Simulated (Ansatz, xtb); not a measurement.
Spectroscopic constants of GaNi, multiplicity 2 (lowest of 2S+1 = 2, 4 at PBE0/def2-TZVPP; our sources give no spin for the ground state, which may be another). No spin–orbit coupling. Ni is treated without relativity. Ga is treated without relativity.

Seven points along R, fitted to fifth degree in 1/R; most abundant isotopes. Runs in def2 and cc sets follow the lowest solution found near the PBE0 minimum.

The values were computed with Ansatz (an electronic-structure program) with Gaussian orbitals; xtb for the GFN methods. Each number belongs to the level named beside it. The GFN methods have no spin term and hold the electronic entropy of 300 K.

| level | r_e (Å) | ω_e (cm⁻¹) | ω_e x_e (cm⁻¹) | B_e (cm⁻¹) | dipole (D) |
|---|---|---|---|---|---|
| GFN1-xTB | 2.369 | 170 | -0.0030 | 0.0954 | - |
| r2SCAN/def2-TZVPP | 2.344 | 243 | 0.86 | 0.0975 | 0.29 |
| B97M-V/def2-TZVPP | 2.390 | 225 | 0.81 | 0.0937 | 0.80 |
| B3LYP/def2-TZVPP | 2.403 | 220 | 0.79 | 0.0927 | 0.71 |
| PBE0/def2-TZVPP | 2.392 | 224 | 0.78 | 0.0936 | 0.28 |
| BHLYP/def2-TZVPP | 2.444 | 205 | 0.68 | 0.0896 | 0.15 |
| CAM-B3LYP/def2-TZVPP | 2.385 | 226 | 0.78 | 0.0942 | 0.28 |
| wB97X-V/def2-TZVPP | 2.394 | 226 | 0.72 | 0.0934 | 0.31 |
| wB97M-V/def2-TZVPP | 2.396 | 226 | 0.73 | 0.0933 | 0.07 |
| B2PLYP/def2-TZVPP | 2.362 | 239 | 0.86 | 0.0960 | - |

Correlated levels freeze the inner cores; with def2 sets outer-core shells near the valence are correlated too.
